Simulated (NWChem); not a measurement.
Program: NWChem. System: CH₂NO, charge 0, spin multiplicity 2, at a geometry optimised with UPBE/def2-SVP. The structure started from a generated list of species. Its SCF solution wasn't tested for a lower state. Level: UB3LYP/def2-TZVP, VWN1-RPA local correlation.

Input file:

```
start mol
memory heap 200 mb stack 900 mb global 1100 mb
geometry units angstroms nocenter noautoz
  N      1.090651    -0.028374     0.000000
  C     -0.183192     0.399104     0.000000
  O     -1.214576    -0.225943     0.000000
  H      1.325680    -1.032182     0.000000
  H      1.855526     0.643717     0.000000
  symmetry group Cs
end
basis spherical
  * library def2-tzvp
end
dft
  xc b3lyp
  odft
  mult 2
  semidirect memsize 60000000 filesize 0
  iterations 100
end
task dft energy
```

NWChem printed:

```
             Northwest Computational Chemistry Package (NWChem) 7.3.0
             --------------------------------------------------------

                                NWChem Input Module
                                -------------------

 Scaling coordinates for geometry "geometry" by  1.889725989
 (inverse scale =  0.529177249)

 Turning off AUTOSYM since
 SYMMETRY directive was detected!

                             Geometry "geometry" -> ""
                             -------------------------

 Output coordinates in angstroms (scale by  1.889725989 to convert to a.u.)

  No.       Tag          Charge          X              Y              Z
 ---- ---------------- ---------- -------------- -------------- --------------
    1 N                    7.0000     1.09065100    -0.02837400     0.00000000
    2 C                    6.0000    -0.18319200     0.39910400     0.00000000
    3 O                    8.0000    -1.21457600    -0.22594300     0.00000000
    4 H                    1.0000     1.32568000    -1.03218200     0.00000000
    5 H                    1.0000     1.85552600     0.64371700     0.00000000

 Effective nuclear repulsion energy (a.u.)      63.9311625354

            Nuclear Dipole moment (a.u.)
            ----------------------------
        X                 Y               Z
 ---------------- ---------------- ----------------
     0.0000056692    -0.0000056692     0.0000000000

      Symmetry information
      --------------------

 Group name             Cs
 Group number              2
 Group order               2
 No. of unique centers     5

      Symmetry unique atoms

     1    2    3    4    5


 Summary of "ao basis" -> "" (spherical)
 ------------------------------------------------------------------------------
       Tag                 Description            Shells   Functions and Types
 ---------------- ------------------------------  ------  ---------------------
 *                         def2-tzvp                  on all atoms

                                 NWChem DFT Module
                                 -----------------

 Summary of "ao basis" -> "ao basis" (spherical)
 ------------------------------------------------------------------------------
       Tag                 Description            Shells   Functions and Types
 ---------------- ------------------------------  ------  ---------------------
 N                         def2-tzvp                11       31   5s3p2d1f
 C                         def2-tzvp                11       31   5s3p2d1f
 O                         def2-tzvp                11       31   5s3p2d1f
 H                         def2-tzvp                 4        6   3s1p

 Summary of "ao basis" -> "ao basis" (spherical)
 ------------------------------------------------------------------------------
       Tag                 Description            Shells   Functions and Types
 ---------------- ------------------------------  ------  ---------------------
 N                         def2-tzvp                11       31   5s3p2d1f
 C                         def2-tzvp                11       31   5s3p2d1f
 O                         def2-tzvp                11       31   5s3p2d1f
 H                         def2-tzvp                 4        6   3s1p

      Symmetry analysis of basis
      --------------------------

        a'         73
        a"         32

            General Information
            -------------------
          SCF calculation type: DFT
          Wavefunction type:  spin polarized.
          No. of atoms     :     5
          No. of electrons :    23
           Alpha electrons :    12
            Beta electrons :    11
          Charge           :     0
          Spin multiplicity:     2
          Use of symmetry is: on ; symmetry adaption is: on
          Maximum number of iterations: 100
          AO basis - number of functions:   105
                     number of shells:    41
          Convergence on energy requested:  1.00D-06
          Convergence on density requested:  1.00D-05
          Convergence on gradient requested:  5.00D-04

              XC Information
              --------------
                         B3LYP Method XC Potential
                     Hartree-Fock (Exact) Exchange  0.200
                        Slater Exchange Functional  0.800 local
                    Becke 1988 Exchange Functional  0.720 non-local
              Lee-Yang-Parr Correlation Functional  0.810
                  VWN I RPA Correlation Functional  0.190 local

             Grid Information
             ----------------
          Grid used for XC integration:  medium
          Radial quadrature: Mura-Knowles
          Angular quadrature: Lebedev.
          Tag              B.-S. Rad. Rad. Pts. Rad. Cut. Ang. Pts.
          ---              ---------- --------- --------- ---------
          N                   0.65       49           7.0       434
          C                   0.70       49           8.0       434
          O                   0.60       49          10.0       434
          H                   0.35       45           9.0       434
          Grid pruning is: on
          Number of quadrature shells:   237
          Spatial weights used:  Erf1

          Convergence Information
          -----------------------
          Convergence aids based upon iterative change in
          total energy or number of iterations.
          Levelshifting, if invoked, occurs when the
          HOMO/LUMO gap drops below (HL_TOL):  1.00D-02
          DIIS, if invoked, will attempt to extrapolate
          using up to (NFOCK): 10 stored Fock matrices.
[...]
   Bfn.  Coefficient  Atom+Function         Bfn.  Coefficient  Atom+Function
  ----- ------------  ---------------      ----- ------------  ---------------
    36      0.462859  2 C  s                  5     -0.388206  1 N  s
    69     -0.309720  3 O  py                35      0.307530  2 C  s
    38      0.307386  2 C  py                41      0.255073  2 C  py
    72     -0.247704  3 O  py                75     -0.231397  3 O  py
    96      0.188187  4 H  s                 44      0.144252  2 C  py

 Vector   13  Occ=0.000000D+00  E= 1.036592D-02  Symmetry=a"
              MO Center= -1.8D-01,  2.7D-01,  7.6D-15, r^2= 1.9D+00
   Bfn.  Coefficient  Atom+Function         Bfn.  Coefficient  Atom+Function
  ----- ------------  ---------------      ----- ------------  ---------------
    45      0.576540  2 C  pz                42      0.427202  2 C  pz
    14     -0.398025  1 N  pz                39      0.396131  2 C  pz
    76     -0.382173  3 O  pz                70     -0.273394  3 O  pz
    73     -0.210132  3 O  pz                 8     -0.203128  1 N  pz
    11     -0.162920  1 N  pz                23      0.033706  1 N  d  1

 Vector   14  Occ=0.000000D+00  E= 1.471238D-02  Symmetry=a'
              MO Center=  1.8D+00, -6.2D-02, -2.8D-15, r^2= 4.1D+00
   Bfn.  Coefficient  Atom+Function         Bfn.  Coefficient  Atom+Function
  ----- ------------  ---------------      ----- ------------  ---------------
     5      1.756825  1 N  s                102     -1.412681  5 H  s
    96     -1.094494  4 H  s                 12      0.335036  1 N  px
     3      0.221746  1 N  s                 67      0.205768  3 O  s
    36     -0.148290  2 C  s                  6      0.143618  1 N  px
    41      0.131707  2 C  py                44      0.116314  2 C  py

 Vector   15  Occ=0.000000D+00  E= 6.177737D-02  Symmetry=a'
              MO Center=  1.6D+00, -4.0D-01,  6.7D-16, r^2= 4.7D+00
   Bfn.  Coefficient  Atom+Function         Bfn.  Coefficient  Atom+Function
  ----- ------------  ---------------      ----- ------------  ---------------
    96      1.853344  4 H  s                102     -1.552591  5 H  s
    13      1.098382  1 N  py                36     -0.365586  2 C  s
    12      0.266857  1 N  px                 7      0.250811  1 N  py
    44     -0.229812  2 C  py                10      0.120847  1 N  py
     5     -0.078972  1 N  s                 66      0.074710  3 O  s

                     DFT Final Beta Molecular Orbital Analysis
                     -----------------------------------------

 Vector    9  Occ=1.000000D+00  E=-4.251419D-01  Symmetry=a"
              MO Center= -2.7D-01,  2.1D-02, -7.4D-16, r^2= 1.6D+00
   Bfn.  Coefficient  Atom+Function         Bfn.  Coefficient  Atom+Function
  ----- ------------  ---------------      ----- ------------  ---------------
    70      0.295985  3 O  pz                39      0.258893  2 C  pz
    73      0.239104  3 O  pz                 8      0.215405  1 N  pz
    42      0.199343  2 C  pz                11      0.184631  1 N  pz
    76      0.134064  3 O  pz                14      0.121595  1 N  pz
    45      0.071572  2 C  pz

 Vector   10  Occ=1.000000D+00  E=-3.541897D-01  Symmetry=a'
              MO Center= -8.0D-01,  7.9D-02,  4.2D-16, r^2= 1.3D+00
   Bfn.  Coefficient  Atom+Function         Bfn.  Coefficient  Atom+Function
  ----- ------------  ---------------      ----- ------------  ---------------
    69     -0.274672  3 O  py                68      0.270683  3 O  px
    72     -0.227066  3 O  py                38     -0.223523  2 C  py
    71      0.216022  3 O  px                41     -0.166312  2 C  py
    74      0.143768  3 O  px                75     -0.141599  3 O  py
    35     -0.101000  2 C  s                101      0.094230  5 H  s

 Vector   11  Occ=1.000000D+00  E=-3.076673D-01  Symmetry=a"
              MO Center=  2.3D-01, -8.7D-02, -1.6D-16, r^2= 2.0D+00
   Bfn.  Coefficient  Atom+Function         Bfn.  Coefficient  Atom+Function
  ----- ------------  ---------------      ----- ------------  ---------------
     8      0.358198  1 N  pz                11      0.307623  1 N  pz
    70     -0.303590  3 O  pz                14      0.283552  1 N  pz
    73     -0.248091  3 O  pz                76     -0.177398  3 O  pz
    54     -0.036801  2 C  d  1              45     -0.027033  2 C  pz
    49     -0.025847  2 C  d  1

 Vector   12  Occ=0.000000D+00  E=-8.491980D-02  Symmetry=a'
              MO Center= -1.6D-01,  3.6D-01, -1.6D-15, r^2= 2.4D+00
   Bfn.  Coefficient  Atom+Function         Bfn.  Coefficient  Atom+Function
  ----- ------------  ---------------      ----- ------------  ---------------
    36     -0.744937  2 C  s                  5      0.734963  1 N  s
    96     -0.417438  4 H  s                 35     -0.305934  2 C  s
    38     -0.277035  2 C  py                75      0.260268  3 O  py
    69      0.257742  3 O  py                72      0.214750  3 O  py
    41     -0.192116  2 C  py                44     -0.166082  2 C  py

 Vector   13  Occ=0.000000D+00  E= 2.118409D-02  Symmetry=a'
              MO Center=  1.8D+00,  1.8D-01,  4.1D-15, r^2= 4.1D+00
   Bfn.  Coefficient  Atom+Function         Bfn.  Coefficient  Atom+Function
  ----- ------------  ---------------      ----- ------------  ---------------
     5      1.604568  1 N  s                102     -1.569500  5 H  s
    96     -0.912345  4 H  s                 12      0.411301  1 N  px
     3      0.201479  1 N  s                 67      0.167490  3 O  s
     6      0.165200  1 N  px                44      0.142418  2 C  py
    41      0.140283  2 C  py                38      0.123484  2 C  py

 Vector   14  Occ=0.000000D+00  E= 3.010212D-02  Symmetry=a"
              MO Center= -1.8D-01,  2.7D-01, -4.9D-15, r^2= 1.9D+00
   Bfn.  Coefficient  Atom+Function         Bfn.  Coefficient  Atom+Function
  ----- ------------  ---------------      ----- ------------  ---------------
    45      0.622396  2 C  pz                42      0.417988  2 C  pz
    14     -0.407736  1 N  pz                76     -0.397926  3 O  pz
    39      0.394743  2 C  pz                70     -0.271652  3 O  pz
    73     -0.210977  3 O  pz                 8     -0.197278  1 N  pz
    11     -0.157225  1 N  pz                23      0.036370  1 N  d  1

   alpha - beta orbital overlaps
   -----------------------------

   alpha      1      2      3      4      5      6      7      8      9     10
    beta      1      2      3      4      5      6      7      8      9     10
 overlap   1.000  1.000  1.000  1.000  0.999  0.994  0.993  0.981  1.000  0.977

   alpha     11     12     13     14     15     16     17     18     19     20
    beta     11     12     14     13     15     16     17     18     19     20
 overlap   1.000  0.978  0.999  0.983  0.996  0.996  0.899  1.000  0.908  0.979

   alpha     21     22     23     24     25     26     27     28     29     30
    beta     21     22     23     24     25     26     27     28     29     30
 overlap   0.990  1.000  0.988  0.997  0.991  0.992  0.998  1.000  0.993  0.996

   alpha     31     32     33     34     35     36     37     38     39     40
    beta     31     32     33     34     35     36     37     38     39     40
 overlap   0.999  0.999  1.000  0.998  0.999  0.998  0.995  0.999  1.000  0.987

   alpha     41     42     43     44     45     46     47     48     49     50
    beta     41     42     43     44     45     46     47     48     49     50
 overlap   1.000  0.899  0.902  0.994  1.000  0.999  0.999  0.994  1.000  0.994

   alpha     51     52     53     54     55     56     57     58     59     60
    beta     51     52     53     54     55     56     57     58     59     60
 overlap   0.999  1.000  1.000  1.000  0.998  0.998  0.999  0.998  0.997  0.999

   alpha     61     62     63     64     65     66     67     68     69     70
    beta     61     62     63     64     65     66     67     68     69     70
 overlap   0.998  0.997  0.999  0.974  0.997  0.975  0.970  0.983  0.974  0.995

   alpha     71     72     73     74     75     76     77     78     79     80
    beta     71     72     73     74     75     76     77     78     79     80
 overlap   0.999  0.999  1.000  1.000  1.000  0.999  0.999  1.000  1.000  1.000

   alpha     81     82     83     84     85     86     87     88     89     90
    beta     81     82     83     84     85     86     87     88     89     90
 overlap   1.000  1.000  1.000  0.999  1.000  0.999  0.992  0.991  0.999  1.000

   alpha     91     92     93     94     95     96     97     98     99    100
    beta     91     92     93     94     95     96     98     97     99    100
 overlap   0.999  1.000  1.000  1.000  1.000  1.000  0.770  0.770  0.999  1.000

   alpha    101    102    103    104    105
    beta    101    102    103    104    105
 overlap   1.000  1.000  1.000  1.000  1.000

     --------------------------
     Expectation value of S2:
     --------------------------
      <S2> =      0.7534 (Exact =     0.7500)

 center of mass
 --------------
 x =  -0.13510691 y =   0.01659362 z =   0.00000000

 moments of inertia (a.u.)
 ------------------
          15.095540358644         -10.467043148316           0.000000000000
         -10.467043148316         163.095378022827           0.000000000000
           0.000000000000           0.000000000000         178.190918381471

     Multipole analysis of the density
     ---------------------------------

     L   x y z        total         alpha         beta         nuclear
     -   - - -        -----         -----         ----         -------
     0   0 0 0     -0.000000    -12.000000    -11.000000     23.000000

     1   1 0 0      1.481560      1.050275      0.431280      0.000006
     1   0 1 0     -0.095353     -0.457878      0.362530     -0.000006
     1   0 0 1     -0.000000     -0.000000     -0.000000      0.000000

     2   2 0 0    -11.865123    -52.843719    -50.190519     91.169115
     2   1 1 0     -0.239171     -2.403252     -2.714676      4.878757
     2   1 0 1      0.000000      0.000000      0.000000      0.000000
     2   0 2 0    -12.111453    -12.844432     -9.442815     10.175793
     2   0 1 1      0.000000      0.000000      0.000000      0.000000
     2   0 0 2    -13.585200     -7.170385     -6.414815      0.000000

 Task  times  cpu:        3.4s     wall:        3.4s

 Total times  cpu:        3.5s     wall:        3.5s
```
